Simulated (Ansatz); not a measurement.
Basis sets compared for [BF4]- (BF4⁻). The state is a singlet with charge -1. Geometry PBE-D4/def2-SVPD. Ansatz on 4 threads of Intel Xeon Platinum 8488C on a shared host; times are rough, and most runs start from earlier orbitals.

Cartesian coordinates in Å:
```
B 0.000 0.000 0.000
F 1.345 -0.263 0.391
F -0.047 1.204 -0.760
F -0.813 0.139 1.162
F -0.484 -1.081 -0.792
```

```
            level  functions  energy (Eh)  HOMO (eV)  LUMO (eV)  wall time
        HF/STO-3G         25    -416.6110      -2.71      27.57      0.1 s
         HF/6-31G         45    -422.6373     -10.23      16.25      0.1 s
 PBE-D4/def2-SVPD        112    -423.8320      -2.84       4.46     0.45 s
PBE0-D4/def2-SVPD        112    -423.8304      -4.96       5.03      0.5 s
```

Problem. Estimate the rows for PBE-D4/def2-TZVPD, PBE0-D4/def2-TZVPD.

Solution. 
| level | functions | energy (Eh) | HOMO (eV) | LUMO (eV) | wall time |
| --- | --- | --- | --- | --- | --- |
| PBE-D4/def2-TZVPD | 197 | -424.3162 | -2.74 | 3.78 | 0.75 s |
| PBE0-D4/def2-TZVPD | 197 | -424.3176 | -4.83 | 4.20 | 1.1 s |
